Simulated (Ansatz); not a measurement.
K3I2⁺. Charge 1, multiplicity 1. Geometry r2SCAN-D4/def2-SVP.

```xyz
5

K     0.687   -1.234   -2.221
K    -0.020   -1.179    2.348
K    -1.247    4.461   -0.238
I     0.970   -3.369    0.188
I    -0.389    1.320   -0.077
```

In the def2 sets I takes a core potential, while STO-3G treats all electrons; there is no spin–orbit coupling. B3LYP takes the VWN-RPA correlation. HSE06 is defined as in plane-wave codes, on full-range PBE exchange. Another isomer (singlet) lies 0.25 eV lower at PBE0-D4/def2-TZVP; other spin states weren't run for this one.

Task: Estimate the orbital energies around the gap (eV) in Ansatz with HF/STO-3G, PBE-D4/def2-SVP, r2SCAN-D4/def2-TZVP, B3LYP-D4/def2-TZVP, HSE06-D4/def2-TZVP.

Result: 
```csv
orbital,HF/STO-3G,PBE-D4/def2-SVP,r2SCAN-D4/def2-TZVP,B3LYP-D4/def2-TZVP,HSE06-D4/def2-TZVP
HOMO−13,-27.54,-21.71,-22.08,-23.10,-23.06
HOMO−12,-27.54,-21.71,-22.08,-23.09,-23.06
HOMO−11,-27.53,-21.70,-22.06,-23.09,-23.06
HOMO−10,-27.52,-21.67,-22.03,-23.06,-23.02
HOMO−9,-27.51,-21.66,-22.01,-23.05,-23.02
HOMO−8,-27.50,-21.63,-21.98,-23.02,-22.99
HOMO−7,-19.41,-18.74,-19.34,-20.35,-20.28
HOMO−6,-17.83,-17.33,-17.92,-18.94,-18.87
HOMO−5,-10.22,-9.19,-9.45,-10.04,-9.91
HOMO−4,-9.75,-8.88,-9.18,-9.75,-9.61
HOMO−3,-9.40,-8.58,-8.92,-9.49,-9.35
HOMO−2,-8.33,-7.63,-7.89,-8.49,-8.35
HOMO−1,-8.05,-7.47,-7.76,-8.35,-8.22
HOMO,-7.84,-7.23,-7.57,-8.15,-8.00
LUMO,0.41,-4.77,-3.95,-4.55,-4.52
LUMO+1,2.18,-3.84,-3.11,-3.57,-3.59
LUMO+2,2.33,-3.47,-2.71,-3.21,-3.22
LUMO+3,5.07,-3.00,-2.28,-2.75,-2.78
LUMO+4,5.10,-2.92,-2.17,-2.66,-2.68
LUMO+5,6.49,-2.58,-1.92,-2.41,-2.41
```
